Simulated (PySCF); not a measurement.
H3O3Re, SMILES [OH][Re]([OH])[OH] (connectivity only; charge and spin as stated), neutral, multiplicity 3.

Coordinates come from a B3LYP-D3(BJ)/def2-SVP optimisation. The spin state was assumed, not searched. The def2 effective core potentials stand for the cores of Re; spin–orbit coupling is left out. The values are those of a single conformer.

These are TDA-PBE/def2-SVPD (PySCF) values and carry that method's errors.

Vertical excitations. Isolated molecule, no solvent.

```tsv
state	energy (eV)	λ (nm)	f	main pairs
root 1	0.98	1260	0.000	β HOMO→LUMO+1 98 %
root 2	0.98	1259	0.000	β HOMO→LUMO 98 %
root 3	2.69	461	0.000	α HOMO−2→LUMO 20 %, α HOMO→LUMO 18 %, β HOMO→LUMO+2 59 %
root 4	2.71	457	0.001	α HOMO→LUMO+1 30 %, α HOMO−1→LUMO 14 %, α HOMO−2→LUMO+1 13 %, β HOMO→LUMO+3 43 %
root 5	2.79	444	0.001	α HOMO−1→LUMO 43 %, α HOMO−2→LUMO+1 16 %, α HOMO→LUMO+1 16 %, β HOMO→LUMO+3 24 %
root 6	2.80	443	0.000	α HOMO−1→LUMO+1 45 %, α HOMO→LUMO 38 %, α HOMO−2→LUMO 9 %, β HOMO→LUMO+2 8 %
root 7	3.08	402	0.002	α HOMO−2→LUMO 52 %, α HOMO−1→LUMO+1 25 %, α HOMO→LUMO 12 %, β HOMO→LUMO+2 10 %
root 8	3.08	402	0.000	α HOMO→LUMO+1 38 %, α HOMO−1→LUMO 36 %, α HOMO−2→LUMO+1 23 %
root 9	3.13	396	0.001	α HOMO→LUMO 31 %, α HOMO−1→LUMO+1 27 %, α HOMO−2→LUMO 19 %, β HOMO→LUMO+2 22 %
root 10	3.15	394	0.003	α HOMO−2→LUMO+1 48 %, α HOMO→LUMO+1 14 %, β HOMO→LUMO+3 32 %
```
Unrestricted roots are not spin-pure.
